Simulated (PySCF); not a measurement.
**Mo(2+) (molybdenum, charge +2): r2SCAN calculation**

Configuration: [Kr] 4d4, high-spin 5D determinant. All numbers are calculated (PySCF 2.14, the spin-free X2C one-electron Hamiltonian (Gaussian nucleus), in aug-cc-pwCVTZ-DK (11s10p8d4f3g, 136 functions)).

```json
{
  "Total energy": "-4047.39 hartree",
  "One-electron energy": "-5556.07 hartree",
  "Hartree (Coulomb) energy": "1633.03 hartree",
  "Exchange-correlation energy": "-124.35 hartree",
  "⟨S²⟩": "6.0017",
  "⟨L²⟩": "6.013",
  "Sum of ⟨r⟩": "25.16 bohr",
  "Sum of ⟨r²⟩": "30.82 bohr²",
  "Traceless quadrupole moment −½Σ⟨3z² − r²⟩ along its main axis": "-0.955 e·bohr²",
  "Langevin diamagnetic susceptibility": "-24.4 ×10⁻⁶ cm³/mol",
  "Time after the integrals": "6.3 s of wall time on 2 threads of Neoverse-V2 (shared host)"
}
```

```json
{"shell": "1s β", "electrons": "1", "mean orbital energy (eV)": "-19853.2", "spread (eV)": "0", "rms radius, mean of both spins (bohr)": "0.0405"}
{"shell": "1s α", "electrons": "1", "mean orbital energy (eV)": "-19853.2", "spread (eV)": "0", "rms radius, mean of both spins (bohr)": "0.0405"}
{"shell": "2s α", "electrons": "1", "mean orbital energy (eV)": "-2832.8", "spread (eV)": "0", "rms radius, mean of both spins (bohr)": "0.167"}
{"shell": "2s β", "electrons": "1", "mean orbital energy (eV)": "-2832.1", "spread (eV)": "0", "rms radius, mean of both spins (bohr)": "0.167"}
{"shell": "2p α", "electrons": "3", "mean orbital energy (eV)": "-2532.7", "spread (eV)": "0.103", "rms radius, mean of both spins (bohr)": "0.148"}
{"shell": "2p β", "electrons": "3", "mean orbital energy (eV)": "-2532.2", "spread (eV)": "0.238", "rms radius, mean of both spins (bohr)": "0.148"}
{"shell": "3s α", "electrons": "1", "mean orbital energy (eV)": "-502.75", "spread (eV)": "0", "rms radius, mean of both spins (bohr)": "0.458"}
{"shell": "3s β", "electrons": "1", "mean orbital energy (eV)": "-502.54", "spread (eV)": "0", "rms radius, mean of both spins (bohr)": "0.458"}
{"shell": "3p α", "electrons": "3", "mean orbital energy (eV)": "-403.35", "spread (eV)": "0.387", "rms radius, mean of both spins (bohr)": "0.464"}
{"shell": "3p β", "electrons": "3", "mean orbital energy (eV)": "-403.07", "spread (eV)": "0.459", "rms radius, mean of both spins (bohr)": "0.464"}
{"shell": "3d α", "electrons": "5", "mean orbital energy (eV)": "-241.89", "spread (eV)": "0.422", "rms radius, mean of both spins (bohr)": "0.455"}
{"shell": "3d β", "electrons": "5", "mean orbital energy (eV)": "-241.34", "spread (eV)": "0.562", "rms radius, mean of both spins (bohr)": "0.455"}
{"shell": "4s α", "electrons": "1", "mean orbital energy (eV)": "-85.502", "spread (eV)": "0", "rms radius, mean of both spins (bohr)": "1.18"}
{"shell": "4s β", "electrons": "1", "mean orbital energy (eV)": "-82.508", "spread (eV)": "0", "rms radius, mean of both spins (bohr)": "1.18"}
{"shell": "4p α", "electrons": "3", "mean orbital energy (eV)": "-59.016", "spread (eV)": "0.209", "rms radius, mean of both spins (bohr)": "1.31"}
{"shell": "4p β", "electrons": "3", "mean orbital energy (eV)": "-55.580", "spread (eV)": "1.284", "rms radius, mean of both spins (bohr)": "1.31"}
{"shell": "4d α", "electrons": "4", "mean orbital energy (eV)": "-22.202", "spread (eV)": "1.082", "rms radius, mean of both spins (bohr)": "1.85"}
```

Densities and radii are taken from the X2C orbitals without a picture-change correction, which distorts them close to the nucleus.
